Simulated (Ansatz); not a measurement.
Computed with Ansatz on PBE0-D4/def2-TZVP structures; ΔE is electronic, products minus reactants. CBS: MP2 limit from def2 TZ/QZ plus the TZ coupled-cluster correction, frozen cores. This one scheme is used for every species. One conformer a species, not always the lowest.

Consider the hydrogenolysis of the Si–O bond: `O[SiH2]B(O)F` + H₂ → `OB(F)[SiH3]` + H₂O.

| species | CCSD(T)/CBS(def2) energy (Eh) |
| --- | --- |
| `O[SiH2]B(O)F` | -566.57070 |
| H₂ | -1.17544 |
| `OB(F)[SiH3]` | -491.34397 |
| H₂O | -76.37941 |

Task: Work out ΔE.

Result: ΔE = (-491.34397) + (-76.37941) − (-566.57070) − (-1.17544) = 0.02276 Eh = +14.3 kcal/mol.

Largest T1 diagnostic among the species: 0.014.

The D4 term adds +1.0 kcal/mol with B3LYP and +0.6 kcal/mol with PBE0; it sums over pairs of atoms, weighted by their polarisabilities, and B3LYP, whose exchange is more repulsive, gets the larger term. At CCSD(T), def2-SVP lies −2.9 kcal/mol from the extrapolated value and def2-TZVPP −0.2 kcal/mol. Leaving LDA and LC-ωPBE aside and taking each functional with its dispersion term where it has one, the values, not all of them listed here, spread over 2.5 kcal/mol, from HSE06-D4 to BLYP-D4.

B3LYP here is the variant with VWN-RPA as its local correlation; programs differ in this.
